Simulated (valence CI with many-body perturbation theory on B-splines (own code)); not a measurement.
**Energy levels of Ca⁶⁺**

Computed by valence CI with perturbative core correlation (CI+MBPT): four valence electrons over a frozen Dirac-Fock core [Ne], radial functions for each j: 11 s, 11 p, 9 d, 7 f, 5 g, 2 h, 1 i, with the one-electron correlation potential Σ1, the two-electron term Σ2, the three-electron term Σ3, Breit, model QED; selected CI, second order for the rest, scaled by the run's own slope (own B-spline code, finite nucleus).

Against 17 measured levels this calculation errs by 86 cm⁻¹ on average and by 312 at most. These come from a selection out of Sugar and Corliss, J. Phys. Chem. Ref. Data 8, 865 (1979). Levels without a partner in it may be off by more.

Levels 46 to 70 of 70, with energies above the lowest level, 3s²3p² ³P_0. "Leading %" is the weight of the configuration and term that name the level; weights of strongly mixed levels are sums over their largest components and can fall short. Lifetimes count E1, E2, E3, M1 and M2 decay at the calculated energies, and are blank where another channel may lead or the interval is too uncertain; long ones can be off by a factor of two.

```
No.  Configuration  Term  J  E (cm⁻¹)  Leading %      g  Lifetime
 46            3p⁴    ¹S  0    405730         59           308 ps
 47        3s3p²3d    ⁵P  2    405990         98  1.834   31.5 ps
 48        3s3p²3d    ⁵P  1    406580         98  2.501   31.3 ps
 49        3s3p²3d    ³P  2    417820         68  1.500   49.6 ps
 50        3s3p²3d    ³P  1    419910         67  1.499   49.2 ps
 51        3s3p²3d    ³P  0    421100         66          49.3 ps
 52        3s3p²3d    ³G  3    430970         97  0.750    367 ps
 53        3s3p²3d    ³G  4    431190         97  1.050    377 ps
 54        3s3p²3d    ³G  5    431480         97  1.200    390 ps
 55        3s3p²3d    ³D  1    440130         97  0.502   47.5 ps
 56        3s3p²3d    ³D  2    440330         97  1.167   46.6 ps
 57        3s3p²3d    ³D  3    440550         95  1.326   45.8 ps
 58        3s3p²3d    ¹G  4    441460         80  1.001   4.68 ns
 59        3s3p²3d    ¹F  3    446260         94  1.008    113 ps
 60        3s3p²3d    ³F  2    457650         86  0.688   36.7 ps
 61        3s3p²3d    ³F  3    458750         83  1.101   35.9 ps
 62        3s3p²3d    ³D  1    460110         96  0.505   56.8 ps
 63        3s3p²3d    ³F  4    460360         89  1.249   34.0 ps
 64        3s3p²3d    ³D  2    460660         93  1.146   58.2 ps
 65        3s3p²3d    ³D  3    461560         90  1.315   62.1 ps
 66        3s3p²3d    ¹P  1    463030         93  0.993   43.7 ps
 67        3s3p²3d    ³P  0    464920         75          38.6 ps
 68        3s3p²3d    ³P  1    465340         70  1.500   38.7 ps
 69        3s3p²3d    ³P  2    466150         71  1.499   38.6 ps
 70        3s3p²3d    ³S  1    473600         96  1.997   38.9 ps
```

Names give the largest LS component (configuration and term), which can be under half, so a name can repeat, a term be missing and a line seem to break the LS rules; names also repeat where a configuration has a term twice.
